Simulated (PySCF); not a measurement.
SMILES [Si](F)(F)(O[SiH](F)F)F (HF₅OSi₂) (CAM-B3LYP/def2-SVP optimised geometry):

```
9

Si     1.395     0.046    -0.248
F      1.744     1.194     0.808
F      1.494     0.695    -1.706
O     -0.142    -0.441     0.000
Si    -1.754    -0.441     0.000
F     -2.292    -1.192     1.291
F     -2.325     1.041     0.000
F     -2.306    -1.194    -1.285
H      2.325    -1.074    -0.115
```

Calculation: CAM-B3LYP/def2-TZVP (PySCF).

### Question
What are the frontier orbital energies and the dipole moment?

### Answer
HOMO-2 -13.34 eV, HOMO-1 -12.97 eV, HOMO -12.69 eV, LUMO 1.10 eV, LUMO+1 1.69 eV; dipole moment 1.78 D.

On the same geometry PySCF with PBE/def2-TZVP gives HOMO-2 -9.91 eV, HOMO-1 -9.53 eV, HOMO -9.47 eV, LUMO -0.82 eV, LUMO+1 -0.14 eV; dipole moment 1.62 D.

Meta-Löwdin charges at CAM-B3LYP/def2-TZVP: Si1 1.53, F2 -0.49, F3 -0.49, O4 -0.84, Si5 1.84, F6 -0.48, F7 -0.48, F8 -0.48, H9 -0.12.
